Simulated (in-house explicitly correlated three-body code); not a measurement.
Computed with an exponentially correlated three-body code. Model: two electrons around a point charge, non-relativistic, variational in 260 exponentially correlated functions (energies converged to about 1e-7 hartree, or 1e-8 relative for large Z).

For two electrons in a singlet the Kohn-Sham orbital is the square root of half the density, so the exact Kohn-Sham potential and energy parts follow from the density alone, and exchange is minus half the Hartree energy. The Kohn-Sham level equals minus the binding energy of the second electron.

Command:
```bash
python run_hyl.py task.json out
```
Settings (lengths in bohr, energies in hartree):
```
Z                      2.2
interaction_strength   1
functions              260
states_tried           13
```

Run time, properties included: 29 s on 1 thread of Intel(R) Xeon(R) Platinum 8375C CPU @ 2.90GHz (Ice Lake) (shared host).

**Those bound S and P states to n = 4 that converged, binding against the one-electron ion.**

Given: nuclear charge 2.2.

Computed: one-electron threshold -2.42 hartree.

| term | energy (hartree) | binding (eV) | quantum defect |
| --- | --- | --- | --- |
| 1 1S | -3.61902978 | 32.627 | 0.22509 |
| 2 3S | -2.66216606 | 6.5897 | 0.27571 |
| 2 1S | -2.62508807 | 5.5807 | 0.12632 |
| 2 3P | -2.61163725 | 5.2147 | 0.061676 |
| 2 1P | -2.59802125 | 4.8442 | -0.011085 |
| 3 3S | -2.51640997 | 2.6234 | 0.26722 |
| 3 1S | -2.50689327 | 2.3645 | 0.12145 |
| 3 3P | -2.50355814 | 2.2737 | 0.064569 |
| 3 1P | -2.49933357 | 2.1588 | -0.012574 |
| 4 3S | -2.47160416 | 1.4042 | 0.26471 |
| 4 1S | ? | ? | ? |
| 4 3P | ? | ? | ? |
| 4 1P | -2.46471023 | 1.2166 | -0.012941 |

Question: What belongs in the row 4 1S?

Answer: energy (hartree): -2.467828; binding (eV): 1.3015; quantum defect: 0.12006.

Question: What belongs in the row 4 3P?

Answer: energy (hartree): -2.4665082; binding (eV): 1.2656; quantum defect: 0.065392.

**Converged states only, values per electron or pair.**

```csv
term,mean r (bohr),mean r squared (bohr²),mean inverse r (1/bohr),mean r12 (bohr),mean inverse r12 (1/bohr),mean cosine,mean p1 dot p2 (bohr⁻²),delta r1 (bohr⁻³),delta r12 (bohr⁻³)
1 1S,0.82626,0.93866,1.8882,1.2586,1.0701,-0.058728,0.18482,2.486,0.15833
2 3S,2.2285,8.6424,1.28,3.8668,0.30765,-0.015237,0.0094015,1.7681,-
2 1S,?,?,?,?,?,?,?,?,?
2 3P,2.2607,9.2507,1.2591,3.9416,0.31666,-0.041905,-0.099361,1.6731,-
2 1P,2.4578,11.037,1.2477,4.2973,0.29396,-0.0019211,0.073592,1.6968,0.0014807
3 3S,5.0264,50.22,1.1749,9.4065,0.13683,-0.004209,0.0024517,1.7135,-
3 1S,5.5312,61.486,1.1696,10.411,0.13243,-0.0044957,0.0033479,1.7106,0.0041429
3 3P,5.303,57.207,1.1693,9.9629,0.13802,-0.011717,-0.027448,1.6887,-
3 1P,5.5995,63.971,1.166,10.545,0.1316,-0.00035688,0.022866,1.6953,0.00050682
4 3S,9.0742,171.98,1.1409,17.485,0.076689,-0.0016939,0.00097049,1.7021,-
4 1S,?,?,?,?,?,?,?,?,?
4 3P,9.5953,194.82,1.1386,18.529,0.076935,-0.004806,-0.011189,1.6922,-
4 1P,9.991,211.49,1.1372,19.316,0.074281,-0.00012744,0.0097758,1.695,0.00022405
```

Question: What belongs in the row 2 1S?

Answer: mean r (bohr): 2.5564; mean r squared (bohr²): 11.737; mean inverse r (1/bohr): 1.2602; mean r12 (bohr): 4.501; mean inverse r12 (1/bohr): 0.29458; mean cosine: -0.01499; mean p1 dot p2 (bohr⁻²): 0.011911; delta r1 (bohr⁻³): 1.7523; delta r12 (bohr⁻³): 0.014521.

Question: What belongs in the row 4 1S?

Answer: mean r (bohr): 9.7576; mean r squared (bohr²): 199.81; mean inverse r (1/bohr): 1.1387; mean r12 (bohr): 18.85; mean inverse r12 (1/bohr): 0.074733; mean cosine: -0.0018834; mean p1 dot p2 (bohr⁻²): 0.0013754; delta r1 (bohr⁻³): 1.7012; delta r12 (bohr⁻³): 0.0017104.

**Exact Kohn-Sham parts of the ground state from its density.**

Computed: total energy -3.61902978 hartree; Kohn-Sham kinetic 3.5815 hartree; Hartree energy 2.3001 hartree; DFT correlation energy -0.042472 hartree; kinetic part of the DFT correlation energy 0.037495 hartree; potential part of the DFT correlation energy -0.079967 hartree; exact minus restricted Hartree-Fock -0.042427 hartree; restricted Hartree-Fock level -33.001 eV; dipole polarisability 0.85254 bohr³; C6 of two such species 0.714 hartree·bohr⁶.

Question: What is the Kohn-Sham level?

Answer: -32.627 eV.

Question: What is the exchange energy?

Answer: -1.15 hartree.

**Density and exact potentials over r, pair density (one pair, times 4 pi r12^2) and exact minus Kohn-Sham pair density over r12.**

```
radius (bohr)  radial density (electrons/bohr)  exchange potential (hartree)  intracule density (1/bohr)  Coulomb hole against Kohn-Sham (1/bohr)  correlation potential (hartree)
        0.101                          0.41049                       -1.8454                    0.021684                                 -0.01164                           -0.044
        0.117                           0.5142                       -1.8327                     0.02923                                 -0.01509                           -0.041
        0.137                           0.6471                       -1.8151                    0.040218                                 -0.01976                           -0.036
         0.16                          0.80014                        -1.793                    0.054924                                 -0.02549                            -0.03
        0.187                          0.97473                        -1.765                    0.074865                                 -0.03247                           -0.024
        0.219                           1.1683                       -1.7295                     0.10194                                 -0.04078                           -0.016
        0.256                           1.3678                       -1.6863                     0.13731                                 -0.04994                           -0.008
        0.299                           1.5616                       -1.6341                     0.18289                                 -0.05939                                0
        0.349                           1.7338                       -1.5723                     0.24017                                 -0.06808                            0.009
        0.407                           1.8651                       -1.5006                     0.30963                                  -0.0744                            0.016
        0.476                           1.9378                       -1.4171                     0.39221                                 -0.07636                            0.023
        0.556                            1.932                       -1.3245                     0.48196                                 -0.07164                            0.027
         0.65                           1.8384                       -1.2232                     0.57199                                  -0.0586                            0.028
        0.759                           1.6604                       -1.1167                     0.64858                                 -0.03754                            0.027
        0.887                           1.4115                       -1.0066                      0.6968                                 -0.01095                            0.023
         1.04                                ?                             ?                           ?                                        ?                                ?
         1.21                          0.82333                      -0.79058                     0.65001                                   0.0352                            0.013
         1.41                           0.5559                      -0.69177                     0.55007                                  0.04298                            0.009
         1.65                          0.33385                      -0.59856                     0.41308                                  0.03834                            0.005
         1.93                                ?                             ?                           ?                                        ?                                ?
         2.25                         0.082756                      -0.44348                     0.15298                                  0.01253                            0.001
         2.63                          0.03226                      -0.37996                    0.071073                                 0.003519                            0.001
```

Question: What belongs in the row 1.04?

Answer: radial density (electrons/bohr): 1.1137; exchange potential (hartree): -0.89423; intracule density (1/bohr): 0.69981; Coulomb hole against Kohn-Sham (1/bohr): 0.01611; correlation potential (hartree): 0.018.

Question: What belongs in the row 1.93?

Answer: radial density (electrons/bohr): 0.17718; exchange potential (hartree): -0.51528; intracule density (1/bohr): 0.27061; Coulomb hole against Kohn-Sham (1/bohr): 0.02569; correlation potential (hartree): 0.003.

The correlation energy of density-functional theory lies 0.045 millihartree below exact minus Hartree-Fock, because the Hartree-Fock density, unlike the exact one, minimises the Hartree-Fock energy.
